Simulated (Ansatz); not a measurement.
Abridged output of a molecular run in Ansatz:

```
Functional definition: HF
1086 factors; integrals over basis functions are off by at most 1.1e-3 eV
mean field evaluation 1: about -15806.8210 eV, gradient 3.5e1 eV
mean field evaluation 2: about -15806.8767 eV, gradient 3.5e1 eV
mean field evaluation 4: about -15810.2620 eV, gradient 3.4e0 eV
mean field evaluation 8: about -15810.3220 eV, gradient 2.4e-1 eV
mean field evaluation 16: about -15810.2042 eV, gradient 3.3e0 eV
mean field -15810.32248144 eV, -581.0186345716 hartree, gradient 7.2e-6 eV, S^2 0.000000; 0 other end points of the search recorded, 0 dependent functions left out
11 core orbitals not correlated: weight in the atoms' cores, before any rotation towards them, 1.000 or more for the frozen orbitals, at most 0.000 for the correlated occupied ones
reference -15810.32248144 eV, -581.0186345716 hartree; 16, 16 occupied and 75, 75 virtual orbitals, 1086 factors
second order -13.02668628 eV of doubles, -0.00000000 eV of singles
cycle   1  -13.92846157 eV  change   -9.0e-1 eV  update   1.1e-1
cycle   2  -14.38827437 eV  change   -4.6e-1 eV  update   3.4e-2
cycle   3  -14.49318089 eV  change   -1.0e-1 eV  update   2.1e-2
cycle   4  -14.49235269 eV  change    8.3e-4 eV  update   5.3e-3
cycle   5  -14.48917053 eV  change    3.2e-3 eV  update   3.1e-3
cycle   6  -14.48886946 eV  change    3.0e-4 eV  update   1.2e-3
cycle   7  -14.48876477 eV  change    1.0e-4 eV  update   5.6e-4
cycle   8  -14.48871487 eV  change    5.0e-5 eV  update   2.1e-4
cycle   9  -14.48877907 eV  change   -6.4e-5 eV  update   7.4e-5
cycle  10  -14.48880101 eV  change   -2.2e-5 eV  update   2.8e-5
perturbative correction -0.43837750 eV, -0.0161100761 hartree
Total energy: -15825.24965996 eV, -581.5671982640 hartree
```

Its atoms:

Cartesian coordinates in Å:
```
B 0.596 -0.122 -0.682
In -1.312 -1.253 -1.760
Si -0.703 0.027 0.993
O 1.843 0.440 -0.322
H 0.009 0.442 -1.678
H 0.753 -1.320 -1.030
H -2.195 -0.154 0.949
H -0.232 -0.846 2.104
H -0.522 1.450 1.412
H 1.763 1.334 0.015
```

(1) Which basis set was used?
A. cc-pV(T+d)Z
B. def2-TZVPPD
C. def2-SVPD
D. def2-SVP

(2) Write the keys of the input that set method, charge and spin (a neutral closed shell needs none for the last two).

Answers

(1) D. It gives 102 functions.

(2) 
```yaml
correlation: {method: ccsd_t}
```
